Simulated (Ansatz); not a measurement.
Cost and result for the atomization energy of `F[SiH](S)[GaH2]` (8 atoms, 7 bonds).

```xyz
8

F     0.805    2.014   -0.521
Si   -0.290    0.958   -0.002
S    -1.500    0.228   -1.605
Ga    0.734   -0.994    0.966
H    -1.265    1.719    0.818
H    -0.555   -0.580   -2.117
H     1.740   -1.812    0.078
H     0.330   -1.532    2.383
```

Charge 0, multiplicity 1. Correlated methods include outer-core shells of Ga, which these sets cover unevenly. Scalar relativity is left out up to krypton. All single points use the PBE0-D4/def2-TZVP geometry. It is one conformer, not always the lowest. Program: Ansatz. All runs use 4 threads of an Intel Xeon Platinum 8488C on a shared host. Times are those of one run each, without the atoms' runs, and a repeat can differ threefold. Electronic energies, without spin–orbit coupling; frozen cores. CCSD(T)/CBS adds CCSD(T) − MP2 in def2-TZVPP to the MP2 limit, and its time is that of the two runs behind it. T1 = 0.013. With those shells the extrapolation isn't a true limit. B3LYP takes the VWN-RPA correlation (the form of Gaussian; ORCA's B3LYP/G).

CCSD(T)/CBS is a level of theory with its own doubt, some kJ/mol a heavy atom from the limit and from the frozen cores, so smaller differences don't rank the functionals.

```csv
level,functions,atomization (kcal/mol),difference from CCSD(T)/CBS,per bond
BHLYP-D4/def2-TZVPP,219,537.5,-19.5,-2.8
r2SCAN-D4/def2-TZVPP (with forces),219,557.1,0.1,0.0
revPBE-D4/def2-TZVPP,219,541.2,-15.8,-2.3
BLYP-D4/def2-TZVPP,219,544.5,-12.5,-1.8
CCSD(T)/CBS(def2),–,557.0,0.0,0.0
B2PLYP/def2-TZVPP,219,543.2,-13.8,-2.0
B3LYP-D4/def2-TZVPP (with forces),219,548.0,-9.0,-1.3
r2SCANh-D4/def2-TZVPP,219,553.3,-3.7,-0.5
ωB97X-V/def2-TZVPP,219,559.6,2.6,0.4
MP2/def2-QZVPP,406,556.8,-0.2,0.0
CCSD(T)/def2-SVP,102,507.2,-49.8,-7.1
LDA (SPW92)/def2-TZVPP,219,628.6,71.6,10.2
CCSD(T)/def2-TZVPP,219,541.6,-15.4,-2.2
```

Q: Order the runs by time, with rough figures. (Estimate.)

A: Computed: LDA (SPW92)/def2-TZVPP 0.85 s; BLYP-D4/def2-TZVPP 1.2 s; revPBE-D4/def2-TZVPP 1.3 s; BHLYP-D4/def2-TZVPP 2.1 s; r2SCAN-D4/def2-TZVPP (with forces) 2.8 s; B3LYP-D4/def2-TZVPP (with forces) 3 s; r2SCANh-D4/def2-TZVPP 3 s; CCSD(T)/def2-SVP 3.2 s; B2PLYP/def2-TZVPP 3.7 s; ωB97X-V/def2-TZVPP 5 s; MP2/def2-QZVPP 13 s; CCSD(T)/def2-TZVPP 53 s; CCSD(T)/CBS(def2) 66 s.

From BLYP to BHLYP (50 % exact exchange), in def2-TZVPP and without D4, the atomization energy moves by −3.9 kcal/mol: exact exchange takes away binding that semilocal exchange gives to molecules. At CCSD(T), def2-SVP lies −49.9 kcal/mol from the extrapolated value and def2-TZVPP −15.4 kcal/mol: correlation converges slowly with the basis, and small sets miss more of it in the bonded molecule than in its fragments. The D4 term adds +7.9 kcal/mol with B3LYP and +4.1 kcal/mol with PBE0; it sums over pairs of atoms, weighted by their polarisabilities, and B3LYP, whose exchange is more repulsive, gets the larger term.
